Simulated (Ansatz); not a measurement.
```xyz
11

Al    0.589    1.354   -1.545
C     0.398    0.577    0.251
C    -0.394   -0.714    0.303
Te   -0.519   -1.447    2.340
H    -0.063    0.627   -2.798
H     1.399    2.708   -1.729
H    -0.056    1.343    0.894
H     1.409    0.435    0.657
H    -1.418   -0.583   -0.044
H     0.069   -1.506   -0.285
H    -1.413   -2.792    1.956
```

The species carries charge 0 and has multiplicity 1. Te: def2 effective core potential.

**Question.** List the ωB97M-V/def2-TZVPP orbital energies in eV (the Gaussian-basis code of Ansatz). (Best estimate.)

**Answer.** Computed: Occupied: -1532.08, -282.29, -281.26, -174.54, -123.43, -123.33, -123.10, -116.70, -76.39, -76.17, -76.16, -46.45, -46.41, -46.20, -46.11, -46.09, -24.29, -20.64, -18.98, -15.46, -14.51, -13.45, -12.68, -12.62, -11.04, -10.78, -9.48, -8.11. Lowest empty: 0.00, 1.12, 1.87, 2.41, 2.61, 3.09, 3.96, 4.05.
